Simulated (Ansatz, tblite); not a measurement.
Removing and adding an electron: Sn11H18, a cluster cut from hexagonal tin. The state is a singlet with charge 0. Geometry: PBE-D4/def2-SVP. Ansatz, gas phase; energy differences of separate SCF runs; the oxidised species was run as a doublet alone; the reduced species was run as a doublet alone.

```xyz
29

Sn    1.274   -2.741    1.547
Sn    2.617   -0.376    0.797
Sn    0.508   -1.873   -3.038
Sn    2.127    0.153   -1.940
Sn    1.685    1.781    2.350
Sn    0.923    2.685   -2.227
Sn   -1.489   -2.429    1.095
Sn   -1.942   -2.084   -1.670
Sn   -2.443   -0.237    2.584
Sn   -1.076    2.131    1.904
Sn   -1.497    2.828   -0.798
H     1.877   -4.074    0.609
H     1.577   -3.107    3.218
H     4.332   -0.574    1.037
H     1.340   -3.391   -2.892
H     0.244   -1.594   -4.733
H     3.647    0.166   -2.792
H     1.994    1.497    4.036
H     2.538    3.229    1.907
H     1.999    3.891   -1.592
H     0.669    3.055   -3.906
H    -2.315   -3.870    1.623
H    -2.862   -3.421   -2.290
H    -2.882   -0.649   -1.935
H    -2.222   -0.559    4.278
H    -4.149   -0.036    2.320
H    -1.655    3.426    2.916
H    -2.655    1.746   -1.507
H    -2.163    4.429   -0.899
```

In the def2 sets Sn takes a core potential; there is no spin–orbit coupling. The xTB rows come from tblite. B3LYP takes the VWN-RPA correlation. Single mean-field runs in def2-TZVP are fitted with def2-universal-jkfit.

```tsv
level	−HOMO (eV)	vertical IE (eV)	−LUMO (eV)	vertical EA (eV)	HOMO–LUMO gap (eV)	IE − EA (eV)	remarks
GFN1-xTB	10.46	12.06	8.36	6.87	2.09	5.19	–
PBE-D4/def2-TZVP	5.98	7.56	2.58	1.22	3.40	6.35	HOMO above zero (-1 doublet)
PBE0-D4/def2-TZVP	6.79	7.90	1.79	0.86	5.00	7.04	HOMO above zero (-1 doublet)
```

(1) Estimate the rows for GFN2-xTB, B3LYP-D4/def2-TZVP.

Results:

(1) 
```json
{"level": "GFN2-xTB", "−HOMO (eV)": "10.73", "vertical IE (eV)": "12.24", "−LUMO (eV)": "9.28", "vertical EA (eV)": "7.88", "HOMO–LUMO gap (eV)": "1.45", "IE − EA (eV)": "4.36", "remarks": "–"}
{"level": "B3LYP-D4/def2-TZVP", "−HOMO (eV)": "6.61", "vertical IE (eV)": "7.86", "−LUMO (eV)": "2.11", "vertical EA (eV)": "1.13", "HOMO–LUMO gap (eV)": "4.49", "IE − EA (eV)": "6.73", "remarks": "HOMO above zero (-1 doublet)"}
```

Relaxing the oxidised species (PBE-D4/def2-SVP) changes its energy by -0.18 eV at PBE-D4/def2-TZVP, so the adiabatic ionisation energy to this nearest minimum is 7.38 eV. At PBE0-D4/def2-TZVP it is 7.62 eV.     A HOMO above zero means that the electron is unbound at that level or that self-interaction error raises the level; the energy of removing that electron tells which. Raw xTB energy differences between charge states are shifted by several eV; the methods need an empirical correction for them. Sets without diffuse functions give affinities that are too small.
